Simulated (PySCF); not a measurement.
# Removing an electron from InCl2(iBu)

Species: InCl2(iBu), C4H9Cl2In.
Z-matrix (Å and degrees, PBE0-D3(BJ)/def2-SVP geometry), rows numbered from 1:
```
In
Cl  1  2.3532
Cl  1  2.3503  2  110.23
C   1  2.1591  2  125.31  3  -179.02
C   4  1.5258  1  111.34  2   -93.71
C   5  1.5233  4  111.72  1    58.38
C   5  1.5237  4  112.06  1   -67.34
H   4  1.1007  1  106.79  2   143.45
H   4  1.1006  1  105.62  2    28.10
H   5  1.1073  4  106.46  1   175.43
H   6  1.1075  5  110.95  4   -66.35
H   6  1.1003  5  111.61  4   174.66
H   6  1.1006  5  111.89  4    53.32
H   7  1.1057  5  111.31  4    63.58
H   7  1.1006  5  111.71  4   -56.20
H   7  1.1006  5  111.25  4  -176.91
```

Level: wB97X-D/def2-SVPD (PySCF). Frontier orbitals with their largest atomic shares (Löwdin; up to four atoms above 4 %):

| orbital | ε (eV) | main atoms |
| --- | --- | --- |
| HOMO−3 | -11.01 | Cl2 45 %, Cl3 45 %, In1 8 % |
| HOMO−2 | -10.67 | Cl2 47 %, Cl3 47 %, In1 5 % |
| HOMO−1 | -10.49 | Cl2 49 %, Cl3 48 % |
| HOMO | -9.95 | ? |
| LUMO | -0.12 | In1 42 %, Cl2 17 %, Cl3 16 %, C4 15 % |
| LUMO+1 | 0.06 | In1 52 %, Cl3 11 %, Cl2 11 %, C4 8 % |
| LUMO+2 | 1.63 | In1 51 %, Cl2 8 %, Cl3 8 %, C4 5 % |

Problem. What vertical ionisation energy does ΔSCF give, and how far is −ε(HOMO) from it?

Solution. ΔSCF: 10.09 eV (974 kJ/mol; threshold wavelength 123 nm); ⟨S²⟩ of the doublet left behind is 0.765, against 0.75 for a pure doublet. −ε(HOMO) is 9.95 eV, 0.14 eV below it. In exact Kohn–Sham theory the two would be equal; wB97X-D (range-separated hybrid) comes within 0.14 eV of that here.

Problem. On which atoms does the HOMO lie?

Solution. C4 (carbon bonded to C, In and 2 H) 24 %, Cl3 (chlorine bonded to In) 21 %, Cl2 (chlorine bonded to In) 20 %, In1 (indium bonded to C and 2 Cl) 14 %, so no atom holds as much as 40 %. The HOMO−1 lies 0.54 eV lower.

Problem. And the vertical electron affinity, the fundamental gap, Mulliken's electronegativity and the hardness (with the factor ½)?

Solution. EA = 0.12 eV by ΔSCF (−ε(LUMO) = 0.12 eV). IE − EA = 9.97 eV against an orbital gap of 9.83 eV; (IE + EA)/2 = 5.10 eV; (IE − EA)/2 = 4.99 eV. Parr's electrophilicity index (IE + EA)²/[8(IE − EA)] is 1.31 eV.

Problem. With α = 112.7 au, estimate the like-pair dispersion coefficient by London's formula C6 = (3/4)α²I.

Solution. I = 0.3708 Eh, so C6 ≈ 3530 au, a rough estimate.

Problem. The lowest singlet excitation (vertical TDDFT, same level) lies at 5.57 eV. How far is it below IE − EA?

Solution. IE − EA = 9.97 eV, so by 4.40 eV.

Isolated species at its PBE0-D3(BJ)/def2-SVP geometry (one conformer only). Atoms past krypton carry effective core potentials; spin–orbit coupling is left out.

Note: wB97X-D ran without an empirical dispersion term, which enters the total energy and its gradient alone.
